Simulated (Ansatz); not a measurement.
Basis sets compared for `CCCCCCCCCCCCCCCCCCS`. Charge 0, multiplicity 1. Geometry PBE-D4/def2-SVP. Ansatz on 2 threads of AMD EPYC 7R13 on a shared host and a share (18 GiB) of an NVIDIA H100 80GB HBM3; times are rough, and most runs start from earlier orbitals.

```xyz
57

C    -0.5266    2.0799   -9.3962
C    -0.0823    2.1199   -7.9337
C    -0.0179    0.7327   -7.2834
C     0.4743    0.7166   -5.8296
C    -0.4616    1.4056   -4.8284
C     0.0317    1.3900   -3.3750
C     0.1046    0.0021   -2.7300
C     0.5456    0.0283   -1.2641
C     0.6309   -1.3621   -0.6260
C     1.1063   -1.3810    0.8335
C     0.1311   -0.7405    1.8293
C     0.6035   -0.7379    3.2901
C     0.7910   -2.1312    3.9090
C     1.1846   -2.1452    5.3992
C     0.0183   -2.1825    6.4024
C    -0.9607   -1.0006    6.3932
C    -0.3403    0.3432    6.7803
C    -1.3124    1.5238    6.7326
S    -2.7249    1.4393    7.9103
H    -0.5608    3.0929   -9.8457
H    -1.5394    1.6360   -9.4977
H     0.1630    1.4644  -10.0116
H     0.9191    2.6010   -7.8585
H    -0.7721    2.7752   -7.3585
H     0.6472    0.0849   -7.8967
H    -1.0248    0.2582   -7.3348
H     1.4793    1.1953   -5.7763
H     0.6295   -0.3396   -5.5216
H    -1.4660    0.9257   -4.8809
H    -0.6179    2.4617   -5.1364
H    -0.6368    2.0328   -2.7603
H     1.0357    1.8701   -3.3238
H    -0.8927   -0.4889   -2.8052
H     0.8007   -0.6494   -3.3037
H     1.5392    0.5267   -1.1874
H    -0.1555    0.6722   -0.6878
H     1.3159   -1.9907   -1.2371
H    -0.3651   -1.8571   -0.6922
H     1.2945   -2.4355    1.1283
H     2.0927   -0.8673    0.9066
H    -0.8497   -1.2660    1.7629
H    -0.0711    0.3089    1.5243
H    -0.1239   -0.1538    3.8920
H     1.5659   -0.1810    3.3645
H     1.5719   -2.6695    3.3305
H    -0.1410   -2.7269    3.7675
H     1.8506   -1.2790    5.6115
H     1.8093   -3.0423    5.5959
H    -0.5600   -3.1164    6.2261
H     0.4394   -2.2824    7.4278
H    -1.4459   -0.9150    5.3944
H    -1.7830   -1.2223    7.1076
H     0.5058    0.5834    6.0984
H     0.0943    0.2683    7.8011
H    -1.7125    1.6734    5.7077
H    -0.7943    2.4642    7.0104
H    -3.4368    0.4873    7.2451
```

Single mean-field runs in def2-SVP, def2-TZVP are fitted with def2-universal-jkfit.

Binding counts from free atoms (C triplet, S triplet, H doublet) in the same basis, without a counterpoise term.

| level | functions | energy (Eh) | HOMO (eV) | LUMO (eV) | binding per atom (eV) | wall time |
| --- | --- | --- | --- | --- | --- | --- |
| PBE-D4/def2-SVP | 460 | -1105.2372 | -5.31 | 0.05 | 4.28 | 2.7 s |
| PBE0-D4/def2-SVP | 460 | -1105.4234 | -6.62 | 0.99 | 4.24 | 2.8 s |

Estimate the rows for PBE-D4/def2-TZVP (with forces), PBE0-D4/def2-TZVP.


```
                         level  functions  energy (Eh)  HOMO (eV)  LUMO (eV)  binding per atom (eV)  wall time
PBE-D4/def2-TZVP (with forces)        823   -1106.1258      -5.50      -0.45                   4.24        6 s
             PBE0-D4/def2-TZVP        823   -1106.2918      -6.75       0.47                   4.19      3.5 s
```
